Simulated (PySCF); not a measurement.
C2H6Cl2Si, charge -1, doublet, geometry from GFN2-xTB (a state made from the parent by changing its charge; the spin is typed, not shown lowest) (in this run its highest filled SCF level lies above zero, so its values depend strongly on the basis, on diffuse functions most of all); DF-BLYP/6-31G* (PySCF).

Here is a job for PySCF.
```python
from pyscf import gto, scf, dft

mol = gto.M(
    atom='''
C     1.426503   -1.097659   -0.303157
Si    0.012137    0.165091   -0.031653
C    -1.563882   -0.702178    0.626223
Cl    0.763054    0.791788    2.132207
Cl   -0.694527    0.100648   -2.290706
H     1.114208   -1.878587   -0.992805
H     2.307286   -0.620121   -0.724039
H     1.717031   -1.556742    0.638562
H    -2.371764    0.008473    0.778866
H    -1.912416   -1.451103   -0.081068
H    -1.364969   -1.185582    1.579703
''',
    basis='6-31g*',
    charge=-1,
    spin=1,
    verbose=4,
)

mf = dft.UKS(mol)
mf.xc = 'blyp'
mf = mf.density_fit(auxbasis='def2-universal-jkfit')
mf.kernel()
```

It wrote (shortened):

```
PySCF version 2.14.0

[INPUT] verbose = 4
[INPUT] num. atoms = 11
[INPUT] num. electrons = 67
[INPUT] charge = -1
[INPUT] spin (= nelec alpha-beta = 2S) = 1
[INPUT] symmetry False subgroup None
[INPUT] Mole.unit = angstrom
[INPUT] Symbol           X                Y                Z      unit          X                Y                Z       unit  Magmom
[INPUT]  1 C      1.426503000000  -1.097659000000  -0.303157000000 AA    2.695699985870  -2.074274888164  -0.572883702745 Bohr   0.0
[INPUT]  2 Si     0.012137000000   0.165091000000  -0.031653000000 AA    0.022935605974   0.311976775631  -0.059815501021 Bohr   0.0
[INPUT]  3 C     -1.563882000000  -0.702178000000   0.626223000000 AA   -2.955308671137  -1.326924110695   1.183389962904 Bohr   0.0
[INPUT]  4 Cl     0.763054000000   0.791788000000   2.132207000000 AA    1.441963078254   1.496262468717   4.029287270880 Bohr   0.0
[INPUT]  5 Cl    -0.694527000000   0.100648000000  -2.290706000000 AA   -1.312465816116   0.190197154985  -4.328806971898 Bohr   0.0
[INPUT]  6 H      1.114208000000  -1.878587000000  -0.992805000000 AA    2.105547965799  -3.550014931168  -1.876129545099 Bohr   0.0
[INPUT]  7 H      2.307286000000  -0.620121000000  -0.724039000000 AA    4.360138631043  -1.171858854091  -1.368235413504 Bohr   0.0
[INPUT]  8 H      1.717031000000  -1.556742000000   0.638562000000 AA    3.244718337388  -2.941816026608   1.206707293555 Bohr   0.0
[INPUT]  9 H     -2.371764000000   0.008473000000   0.778866000000 AA   -4.481984392103   0.016011649453   1.471843427735 Bohr   0.0
[INPUT] 10 H     -1.912416000000  -1.451103000000  -0.081068000000 AA   -3.613942476236  -2.742187248535  -0.153196317466 Bohr   0.0
[INPUT] 11 H     -1.364969000000  -1.185582000000   1.579703000000 AA   -2.579417578521  -2.240425278214   2.985206028154 Bohr   0.0

nuclear repulsion = 334.397652001598
number of shells = 48
number of NR pGTOs = 231
number of NR cGTOs = 94
basis = 6-31g*
ecp = {}

******** <class 'pyscf.df.df_jk.DFUKS'> ********
method = DFUKS
initial guess = minao
damping factor = 0
level_shift factor = 0
DIIS = <class 'pyscf.scf.diis.CDIIS'>
diis_start_cycle = 1
diis_space = 8
diis_damp = 0
SCF conv_tol = 1e-09
SCF conv_tol_grad = None
SCF max_cycles = 50
direct_scf = False
number electrons alpha = 34  beta = 33
XC library pyscf.dft.libxc version 7.1.2
    S. Lehtola, C. Steigemann, M. J. T. Oliveira, and M. A. L. Marques,  SoftwareX 7, 1–5 (2018)
XC functionals = blyp
    A. D. Becke,  Phys. Rev. A 38, 3098 (1988)
    C. Lee, W. Yang, and R. G. Parr,  Phys. Rev. B 37, 785 (1988)
    B. Miehlich, A. Savin, H. Stoll, and H. Preuss,  Chem. Phys. Lett. 157, 200 (1989)
radial grids:
    Treutler-Ahlrichs [JCP 102, 346 (1995); DOI:10.1063/1.469408] (M4) radial grids

becke partition: Becke, JCP 88, 2547 (1988); DOI:10.1063/1.454033
pruning grids: <function nwchem_prune>
grids dens level: 3
symmetrized grids: False
atomic radii adjust function: <function treutler_atomic_radii_adjust>
small_rho_cutoff = 0
Set gradient conv threshold to 3.16228e-05
tot grids = 144024
init E= -1289.52961315061

cycle= 1 E= -1289.52352376385  delta_E= 0.00609  |g|= 0.542  |ddm|= 2.09
cycle= 2 E= -1289.32783258782  delta_E= 0.196  |g|= 0.786  |ddm|= 1.62
cycle= 3 E= -1289.69567323192  delta_E= -0.368  |g|= 0.0478  |ddm|= 0.962
cycle= 4 E= -1289.69716571417  delta_E= -0.00149  |g|= 0.0196  |ddm|= 0.118
cycle= 5 E= -1289.69740756334  delta_E= -0.000242  |g|= 0.00556  |ddm|= 0.0332
cycle= 6 E= -1289.69742505301  delta_E= -1.75e-05  |g|= 0.00165  |ddm|= 0.00969
cycle= 7 E= -1289.69742692074  delta_E= -1.87e-06  |g|= 0.000367  |ddm|= 0.00285
cycle= 8 E= -1289.69742700233  delta_E= -8.16e-08  |g|= 7.81e-05  |ddm|= 0.000557
cycle= 9 E= -1289.69742700651  delta_E= -4.17e-09  |g|= 1.78e-05  |ddm|= 0.000165
cycle= 10 E= -1289.69742700664  delta_E= -1.36e-10  |g|= 1.1e-05  |ddm|= 4.52e-05
Extra cycle  E= -1289.69742700649  delta_E= 1.54e-10  |g|= 1.8e-05  |ddm|= 4.87e-05
converged SCF energy = -1289.69742700649  <S^2> = 0.75126034  2S+1 = 2.0012599
```
